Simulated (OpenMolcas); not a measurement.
**Lines of V³⁺: computed and rescaled rates**

```json
{"Program": "OpenMolcas", "Method": "SS-CASPT2, IPEA 0.25 Eh, imaginary shift 0.1 Eh (closed shells correlated: 3s 3p)", "Basis": "ANO-RCC-VTZP [6s5p3d2f1g]", "Scalar Hamiltonian": "DKH2, point nucleus", "Active space": "2 electrons in 5 orbitals (3d)", "State averaging": "2S+1 = 3 even, 10 roots; 2S+1 = 1 even, 15 roots", "Spin-orbit coupling": "RASSI with atomic mean-field integrals over the reference wave functions, term energies averaged over their components"}
```

Rates come from the transition moments of the reference wave functions (E1 and E2 in the length form). At fixed line strength A goes as λ^-3 for E1 and M1 and as λ^-5 for E2, so a rate at the computed wavelength can be rescaled to the measured one. Measured vacuum wavelengths follow from level energies in Sugar and Corliss, J. Phys. Chem. Ref. Data 7, 1191 (1978). Branching counts decays inside the model space alone, at computed energies, and the table is only a selection of the E2 and M1 lines, drawn from those between levels with measured partners whose computed energy lies within a factor of 1.5 of the measured one.

```json
{"Upper": "3d2 1S0", "Lower": "3d2 1D2", "Type": "E2", "λ computed (nm)": "308.4", "λ measured (nm)": "317.4", "A computed (s-1)": "1.42e+01", "A rescaled (s-1)": "1.23e+01", "Branching %": "96.5"}
{"Upper": "3d2 1S0", "Lower": "3d2 3P1", "Type": "M1", "λ computed (nm)": "341.6", "λ measured (nm)": "342.2", "A computed (s-1)": "4.15e-01", "A rescaled (s-1)": "", "Branching %": "2.8"}
{"Upper": "3d2 1S0", "Lower": "3d2 3P2", "Type": "E2", "λ computed (nm)": "344.5", "λ measured (nm)": "344.8", "A computed (s-1)": "8.25e-02", "A rescaled (s-1)": "", "Branching %": "0.6"}
{"Upper": "3d2 3P2", "Lower": "3d2 3F4", "Type": "E2", "λ computed (nm)": "742.3", "λ measured (nm)": "785.9", "A computed (s-1)": "5.13e-02", "A rescaled (s-1)": "3.86e-02", "Branching %": "62.0"}
{"Upper": "3d2 3P1", "Lower": "3d2 3F3", "Type": "E2", "λ computed (nm)": "732.4", "λ measured (nm)": "774.4", "A computed (s-1)": "4.79e-02", "A rescaled (s-1)": "3.62e-02", "Branching %": "59.5"}
{"Upper": "3d2 1D2", "Lower": "3d2 3F3", "Type": "M1", "λ computed (nm)": "952.2", "λ measured (nm)": "940.4", "A computed (s-1)": "3.73e-02", "A rescaled (s-1)": "", "Branching %": "64.3"}
{"Upper": "3d2 1G4", "Lower": "3d2 3F4", "Type": "M1", "λ computed (nm)": "544.5", "λ measured (nm)": "566.4", "A computed (s-1)": "2.73e-02", "A rescaled (s-1)": "", "Branching %": "59.1"}
{"Upper": "3d2 3P1", "Lower": "3d2 3F2", "Type": "E2", "λ computed (nm)": "715.3", "λ measured (nm)": "755.3", "A computed (s-1)": "2.69e-02", "A rescaled (s-1)": "2.05e-02", "Branching %": "33.4"}
{"Upper": "3d2 1D2", "Lower": "3d2 3F2", "Type": "M1", "λ computed (nm)": "923.4", "λ measured (nm)": "912.5", "A computed (s-1)": "2.06e-02", "A rescaled (s-1)": "", "Branching %": "35.4"}
{"Upper": "3d2 1G4", "Lower": "3d2 3F3", "Type": "M1", "λ computed (nm)": "532.3", "λ measured (nm)": "553.5", "A computed (s-1)": "1.75e-02", "A rescaled (s-1)": "", "Branching %": "37.9"}
{"Upper": "3d2 3P2", "Lower": "3d2 3F3", "Type": "E2", "λ computed (nm)": "719.8", "λ measured (nm)": "761.4", "A computed (s-1)": "1.56e-02", "A rescaled (s-1)": "1.18e-02", "Branching %": "18.8"}
{"Upper": "3d2 3P2", "Lower": "3d2 1D2", "Type": "M1", "λ computed (nm)": "2949", "λ measured (nm)": "4002", "A computed (s-1)": "1.27e-02", "A rescaled (s-1)": "", "Branching %": "15.4"}
{"Upper": "3d2 3P1", "Lower": "3d2 1D2", "Type": "M1", "λ computed (nm)": "3173", "λ measured (nm)": "4386", "A computed (s-1)": "5.71e-03", "A rescaled (s-1)": "", "Branching %": "7.1"}
{"Upper": "3d2 3P2", "Lower": "3d2 3F2", "Type": "E2", "λ computed (nm)": "703.2", "λ measured (nm)": "743", "A computed (s-1)": "2.46e-03", "A rescaled (s-1)": "1.87e-03", "Branching %": "3.0"}
{"Upper": "3d2 3F4", "Lower": "3d2 3F3", "Type": "M1", "λ computed (nm)": "23710", "λ measured (nm)": "24430", "A computed (s-1)": "1.53e-03", "A rescaled (s-1)": "1.40e-03", "Branching %": "100.0"}
{"Upper": "3d2 1G4", "Lower": "3d2 1D2", "Type": "E2", "λ computed (nm)": "1207", "λ measured (nm)": "1346", "A computed (s-1)": "1.26e-03", "A rescaled (s-1)": "7.31e-04", "Branching %": "2.7"}
{"Upper": "3d2 3F3", "Lower": "3d2 3F2", "Type": "M1", "λ computed (nm)": "30500", "λ measured (nm)": "30730", "A computed (s-1)": "9.09e-04", "A rescaled (s-1)": "8.89e-04", "Branching %": "100.0"}
```

Spin-changing lines and M1 lines between different terms are not rescaled, since their strength hangs on the term gaps too.

The largest correction is for 3d2 1G4 → 3d2 1D2 (E2): 1.26e-03 × (1207 / 1346)^5 = 7.31e-04 s-1, a factor of 0.58.

The computed rate and branching of 3d2 3F3 → 3d2 3F2 give the upper level a radiative lifetime of 1.000 / 9.09e-04 s-1 = 1.10e+03 s, counting decays inside the model space alone. The rescaled rate gives about 1.1e+03 s.

These are rates of the free ion; in crystals, glasses and complexes forced electric-dipole and non-radiative decay shorten such lifetimes by orders of magnitude. No measured rate stands beside these. Rescaling mends the energy factor alone: line strengths can still be far off where a level mixes with configurations outside the active space, and weak or spin-changing lines hang on small mixing coefficients that depend on the term gaps too, so rescaling need not improve them.

CASPT2 does not keep the components of a term degenerate, so their means are used; among the terms shown or strongly mixed into the levels shown the widest spread is 690 cm-1 (3d2 1G). Measured partners are found by configuration, term and J. A level has none where our copy of the source lacks it or the pairing is in doubt (some pairs that miss far off the trend of their configuration count as doubtful). Levels of configurations outside the active space are missing.
